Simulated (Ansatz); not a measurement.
As (SMILES [As]), quartet; PBE/6-31G* (Ansatz, a quantum-chemistry and plane-wave program).

Input for Ansatz:
Ansatz 0.2 input:
```yaml
crystal:
  periodic: [false, false, false]
  atoms:
    - {symbol: As, position_ang: [0.00000000, 0.00000000, 0.00000000]}
basis:
  gaussian:
    orbitals: 6-31G*
hamiltonian:
  xc: pbe
magnetization: {spin_polarized: true, initial_magnetization: 3}
```

Task: Predict the main parts of the log of this Ansatz run.

Result: 
```
Functional definition: PBE
317 factors; their error is unknown
mean field evaluation 1: about -60822.6646 eV, gradient 5.4e0 eV
mean field evaluation 2: about -60822.7334 eV, gradient 3.3e0 eV
mean field evaluation 4: about -60822.7529 eV, gradient 8.3e-2 eV
mean field evaluation 8: about -60822.6993 eV, gradient 2.6e-4 eV
mean field -60822.69933359 eV, -2235.1929734031 hartree, gradient 5.8e-6 eV, S^2 3.750585; 0 other end points of the search recorded, 0 dependent functions left out
reference -60822.69935826 eV, -2235.1929743098 hartree; 18, 15 occupied and 17, 20 virtual orbitals, 317 factors
Total energy: -60822.69935826 eV, -2235.1929743098 hartree
```
